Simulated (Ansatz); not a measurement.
Ansatz (an electronic-structure program) input (HF/3-21G): The .json file is the Basis Set Exchange's 3-21G.

Ansatz 0.2 input:
```yaml
crystal:
  periodic: [false, false, false]
  atoms:
    - {symbol: Se, position_ang: [-0.00000000, -0.00000000, -0.73502300]}
    - {symbol: Cl, position_ang: [0.00000000, 0.00000000, 1.47004600]}
basis:
  gaussian:
    orbitals: 3-21G.json
hamiltonian:
  xc: {name: HF}
total_charge: 1
phonons: {temperatures: {t_min: 298.15, t_max: 298.15, t_step: 100}}
```

Output:

```
WARN ansatz: RAYON_NUM_THREADS=1 ignored (pool sized by the plan → 1); use --threads N
Functional definition: HF
integrals: 0.00 GiB planned
365 factors; integrals over basis functions are off by at most 5.2e-5 eV
mean field: 0.06 GiB planned
mean field evaluation 1: about -77424.4000 eV, gradient 2.2e1 eV
mean field evaluation 2: about -77424.4035 eV, gradient 2.2e1 eV
mean field evaluation 4: about -77426.3068 eV, gradient 1.1e0 eV
mean field evaluation 8: about -77426.3329 eV, gradient 6.6e-2 eV
mean field evaluation 16: about -77404.7854 eV, gradient 6.2e1 eV
mean field -77426.33295186 eV, -2845.3652545275 hartree, gradient 1.2e-5 eV, S^2 0.000000; 0 other end points of the search recorded, 0 dependent functions left out
the calculation of the forces begins
reference -77426.33295186 eV, -2845.3652545275 hartree; 25, 25 occupied and 11, 11 virtual orbitals, 365 factors
these checks for a lower state are left out or cut short: stability, starts, cluster_reference, orbital_swaps, neighbouring_geometries, increment
integrals: 0.00 GiB planned
365 factors; integrals over basis functions are off by at most 5.2e-5 eV
mean field: 0.06 GiB planned
mean field -77426.33295186 eV, -2845.3652545275 hartree, gradient 1.7e-6 eV, S^2 0.000000; 0 other end points of the search recorded, 0 dependent functions left out
the calculation of the forces begins
reference -77426.33295186 eV, -2845.3652545275 hartree; 25, 25 occupied and 11, 11 virtual orbitals, 365 factors
these checks for a lower state are left out or cut short: stability, starts, cluster_reference, orbital_swaps, neighbouring_geometries, increment
integrals: 0.00 GiB planned
365 factors; integrals over basis functions are off by at most 5.2e-5 eV
mean field: 0.06 GiB planned
mean field evaluation 32: about -77426.3330 eV, gradient 2.1e-6 eV
mean field -77426.33295186 eV, -2845.3652545275 hartree, gradient 1.7e-6 eV, S^2 0.000000; 0 other end points of the search recorded, 0 dependent functions left out
the calculation of the forces begins
reference -77426.33295186 eV, -2845.3652545275 hartree; 25, 25 occupied and 11, 11 virtual orbitals, 365 factors
these checks for a lower state are left out or cut short: stability, starts, cluster_reference, orbital_swaps, neighbouring_geometries, increment
integrals: 0.00 GiB planned
365 factors; integrals over basis functions are off by at most 5.2e-5 eV
mean field: 0.06 GiB planned
mean field -77426.33295186 eV, -2845.3652545275 hartree, gradient 6.4e-7 eV, S^2 0.000000; 0 other end points of the search recorded, 0 dependent functions left out
the calculation of the forces begins
reference -77426.33295186 eV, -2845.3652545275 hartree; 25, 25 occupied and 11, 11 virtual orbitals, 365 factors
these checks for a lower state are left out or cut short: stability, starts, cluster_reference, orbital_swaps, neighbouring_geometries, increment
integrals: 0.00 GiB planned
365 factors; integrals over basis functions are off by at most 5.2e-5 eV
mean field: 0.06 GiB planned
mean field -77426.33295186 eV, -2845.3652545275 hartree, gradient 6.4e-7 eV, S^2 0.000000; 0 other end points of the search recorded, 0 dependent functions left out
the calculation of the forces begins
reference -77426.33295186 eV, -2845.3652545275 hartree; 25, 25 occupied and 11, 11 virtual orbitals, 365 factors
these checks for a lower state are left out or cut short: stability, starts, cluster_reference, orbital_swaps, neighbouring_geometries, increment
integrals: 0.00 GiB planned
365 factors; integrals over basis functions are off by at most 5.2e-5 eV
mean field: 0.06 GiB planned
mean field -77426.33290306 eV, -2845.3652527343 hartree, gradient 2.4e-6 eV, S^2 0.000000; 0 other end points of the search recorded, 0 dependent functions left out
the calculation of the forces begins
reference -77426.33290306 eV, -2845.3652527343 hartree; 25, 25 occupied and 11, 11 virtual orbitals, 365 factors
these checks for a lower state are left out or cut short: stability, starts, cluster_reference, orbital_swaps, neighbouring_geometries, increment
integrals: 0.00 GiB planned
365 factors; integrals over basis functions are off by at most 5.3e-5 eV
mean field: 0.06 GiB planned
mean field evaluation 64: about -77426.3329 eV, gradient 2.3e-6 eV
mean field -77426.33290387 eV, -2845.3652527638 hartree, gradient 2.3e-6 eV, S^2 0.000000; 0 other end points of the search recorded, 0 dependent functions left out
the calculation of the forces begins
reference -77426.33290387 eV, -2845.3652527638 hartree; 25, 25 occupied and 11, 11 virtual orbitals, 365 factors
these checks for a lower state are left out or cut short: stability, starts, cluster_reference, orbital_swaps, neighbouring_geometries, increment
integrals: 0.00 GiB planned
365 factors; integrals over basis functions are off by at most 5.2e-5 eV
mean field: 0.06 GiB planned
mean field -77426.33295186 eV, -2845.3652545275 hartree, gradient 1.7e-6 eV, S^2 0.000000; 0 other end points of the search recorded, 0 dependent functions left out
the calculation of the forces begins
reference -77426.33295186 eV, -2845.3652545275 hartree; 25, 25 occupied and 11, 11 virtual orbitals, 365 factors
these checks for a lower state are left out or cut short: stability, starts, cluster_reference, orbital_swaps, neighbouring_geometries, increment
integrals: 0.00 GiB planned
365 factors; integrals over basis functions are off by at most 5.2e-5 eV
mean field: 0.06 GiB planned
mean field -77426.33295186 eV, -2845.3652545275 hartree, gradient 1.7e-6 eV, S^2 0.000000; 0 other end points of the search recorded, 0 dependent functions left out
the calculation of the forces begins
reference -77426.33295186 eV, -2845.3652545275 hartree; 25, 25 occupied and 11, 11 virtual orbitals, 365 factors
these checks for a lower state are left out or cut short: stability, starts, cluster_reference, orbital_swaps, neighbouring_geometries, increment
integrals: 0.00 GiB planned
365 factors; integrals over basis functions are off by at most 5.2e-5 eV
mean field: 0.06 GiB planned
mean field -77426.33295186 eV, -2845.3652545275 hartree, gradient 6.4e-7 eV, S^2 0.000000; 0 other end points of the search recorded, 0 dependent functions left out
the calculation of the forces begins
reference -77426.33295186 eV, -2845.3652545275 hartree; 25, 25 occupied and 11, 11 virtual orbitals, 365 factors
these checks for a lower state are left out or cut short: stability, starts, cluster_reference, orbital_swaps, neighbouring_geometries, increment
integrals: 0.00 GiB planned
365 factors; integrals over basis functions are off by at most 5.2e-5 eV
mean field: 0.06 GiB planned
mean field -77426.33295186 eV, -2845.3652545275 hartree, gradient 6.4e-7 eV, S^2 0.000000; 0 other end points of the search recorded, 0 dependent functions left out
the calculation of the forces begins
reference -77426.33295186 eV, -2845.3652545275 hartree; 25, 25 occupied and 11, 11 virtual orbitals, 365 factors
these checks for a lower state are left out or cut short: stability, starts, cluster_reference, orbital_swaps, neighbouring_geometries, increment
integrals: 0.00 GiB planned
365 factors; integrals over basis functions are off by at most 5.3e-5 eV
mean field: 0.06 GiB planned
mean field evaluation 96: about -77426.3329 eV, gradient 2.4e-6 eV
mean field -77426.33290387 eV, -2845.3652527638 hartree, gradient 2.3e-6 eV, S^2 0.000000; 0 other end points of the search recorded, 0 dependent functions left out
the calculation of the forces begins
reference -77426.33290387 eV, -2845.3652527638 hartree; 25, 25 occupied and 11, 11 virtual orbitals, 365 factors
these checks for a lower state are left out or cut short: stability, starts, cluster_reference, orbital_swaps, neighbouring_geometries, increment
integrals: 0.00 GiB planned
365 factors; integrals over basis functions are off by at most 5.2e-5 eV
mean field: 0.06 GiB planned
mean field -77426.33290306 eV, -2845.3652527343 hartree, gradient 2.4e-6 eV, S^2 0.000000; 0 other end points of the search recorded, 0 dependent functions left out
the calculation of the forces begins
reference -77426.33290306 eV, -2845.3652527343 hartree; 25, 25 occupied and 11, 11 virtual orbitals, 365 factors
Total energy: -77426.33295186 eV, -2845.3652545275 hartree
Atom 0 at    -0.000000    -0.000000    -0.735023 Å, force    -0.000000    -0.000000    -0.000092 eV/Å
Atom 1 at     0.000000     0.000000     1.470046 Å, force     0.000000     0.000000     0.000092 eV/Å
Dipole moment:    -0.000000     0.000000    -0.496192 e Å
Vibrations: 414.88 cm⁻¹, zero-point energy 0.025719 eV
```

The blocks after the first are displaced geometries, from whose forces the wavenumbers follow.

The dipole moment of an ion depends on the origin.
